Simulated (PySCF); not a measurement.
## Worked example: oscillator strength and radiative lifetime

Si(CF3)(F)(H)2 (CH2F4Si), SMILES F[SiH2]C(F)(F)F.

The structure is a stationary point at PBE0-D3(BJ)/def2-SVP.

TDA-PBE/def2-SVPD (PySCF) puts the first singlet state with f over 0.02 at 8.61 eV (vertical), with the transition dipole (0.405, -0.633, 0.000) in atomic units.

### Question
Find the oscillator strength, the wavelength and the radiative lifetime that this transition would have in vacuum if emission retraced absorption.

### Answer

|μ|² = 0.5647 au, so |μ| = 1.91 D. ΔE = 8.61/27.211 = 0.3164 hartree. f = (2/3) ΔE |μ|² = 0.119 (the program prints 0.119).
λ = 1239.84/8.61 = 144 nm; ν = 69444 cm⁻¹.
Einstein's coefficient A = 0.6670 ν² f s⁻¹ (ν in cm⁻¹) = 3.8e8 s⁻¹, so τ = 1/A = 2.6 ns. This state is S5; the lower singlets have f = 0.006, 0.002, 0.002, 0.000. The figure is the radiative limit of this one transition; relaxation, internal conversion, crossing to triplets and a medium change what is measured.
